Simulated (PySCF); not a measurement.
Positional isomers: styrene fluoro+silyl. All species are isolated molecules in the gas phase. One relaxed conformer stands for each flexible species; it need not be the lowest. Strings in code marks are SMILES.

All values below come from PBE0-D3(BJ)/def2-TZVP // PBE0-D3(BJ)/def2-SVP in PySCF. All candidates: neutral, multiplicity 1. Excitations are Tamm–Dancoff values on a coarser integration grid. The basis has no diffuse functions, so Rydberg states are missing or too high.

HOMO–LUMO gap: 5.63 eV
S1 excitation (TDA): 4.91 eV
HOMO: -6.97 eV

Question: Name which member has these values.
A) `C=C([SiH3])c1cccc(F)c1` (Si–C–C–C torsion 144°)
B) `C=Cc1ccc(F)cc1[SiH3]` (C–C–C–C torsion 20°)
C) `C=Cc1cc([SiH3])ccc1F` (C–C–C–C torsion 3°)
D) `C=Cc1cc(F)ccc1[SiH3]` (C–C–C–C torsion 20°)

Answer: A, `C=C([SiH3])c1cccc(F)c1` (Si–C–C–C torsion 144°). The others give `C=Cc1cc([SiH3])ccc1F` (C–C–C–C torsion 3°): 5.33 eV, 4.71 eV, -6.80 eV; `C=Cc1cc(F)ccc1[SiH3]` (C–C–C–C torsion 20°): 5.39 eV, 4.76 eV, -6.93 eV; `C=Cc1ccc(F)cc1[SiH3]` (C–C–C–C torsion 20°): 5.36 eV, 4.76 eV, -6.70 eV
